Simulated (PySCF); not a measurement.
## Radial density of Cr+ (chromium, charge +1)

UHF, [Ar] 3d5, high-spin 6S determinant. Calculation: PySCF 2.14, in jorge-DZP-DKH (8s6p2d1f, 43 functions); scalar relativity by spin-free X2C-1e.

| r (bohr) | 4πr²ρ (e/bohr) | 4πr²(ρα − ρβ) |
| --- | --- | --- |
| 0.000833 | 0.1141 | 0.0000 |
| 0.00140 | 0.3005 | -0.0001 |
| 0.00236 | 0.7493 | -0.0001 |
| 0.00397 | 1.835 | -0.0003 |
| 0.00667 | 4.316 | -0.0007 |
| 0.0112 | 9.381 | -0.0015 |
| 0.0189 | 17.75 | -0.0028 |
| 0.0317 | 26.63 | -0.0044 |
| 0.0534 | 27.89 | -0.0073 |
| 0.0898 | 22.02 | -0.0149 |
| 0.151 | 27.46 | 0.0178 |
| 0.254 | 28.62 | 0.4174 |
| 0.427 | 11.54 | 1.7037 |
| 0.719 | 13.21 | 3.3675 |
| 1.21 | 8.187 | 2.9449 |
| 2.03 | 1.520 | 1.1017 |
| 3.42 | 0.1773 | 0.1737 |
| 5.76 | 0.0003777 | 0.0004 |

Densities and radii are taken from the X2C orbitals without a picture-change correction, which distorts them close to the nucleus.

Task: Where is the radial spin density 4πr²(ρα − ρβ) most negative, and why is it negative at all?

Result: Around r = 0.0898 bohr, down to -0.0149 e/bohr: exchange with the open shell polarises the paired shells in an unrestricted calculation.
